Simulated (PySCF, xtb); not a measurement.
Donor–acceptor adduct: BGeH5 (SMILES [BH2][GeH3]) (first 7 atoms) with H2O (SMILES O); geometry from B3LYP-D3(BJ)/def2-TZVP, rigid monomers moved along the line of their centres of mass till B1···O8 is 1.92 Å.
(charge 0, multiplicity 1):
```xyz
10

B      1.2228     0.2876     0.8022
Ge    -0.6192    -0.0185    -0.1290
H      2.0332    -0.5662     0.5876
H      1.6274     1.4131     0.7644
H     -0.5644     0.0266    -1.6702
H     -1.2459    -1.3967     0.2370
H     -1.7065     1.0102     0.2943
O      1.0552     0.0845     2.7067
H      0.6842    -0.7918     2.8820
H      0.4196     0.7395     3.0275
```

Interaction energies are E(AB) − E(A) − E(B) at the monomers' geometry in the complex; basis-set methods are counterpoise corrected. Rows marked so take none.

Rows in 6-31G*, STO-3G carry no dispersion term and start afresh at each structure (6-31G* with six Cartesian d functions); the Pople sets are all-electron and without relativity. MP2/6-31G* freezes PySCF's default core, which leaves 3d correlated.

Programs: PySCF for 6-31G* rows, STO-3G rows; xtb for the GFN methods. 

Question: One of these levels gives -39.61 kcal/mol for the interaction energy. Name it.
A) GFN1-xTB
B) HF/STO-3G (no counterpoise)
C) MP2/6-31G* (no counterpoise)

Answer: B, HF/STO-3G (no counterpoise). The others give -23.12 (GFN1-xTB), -27.34 (MP2/6-31G* (no counterpoise))
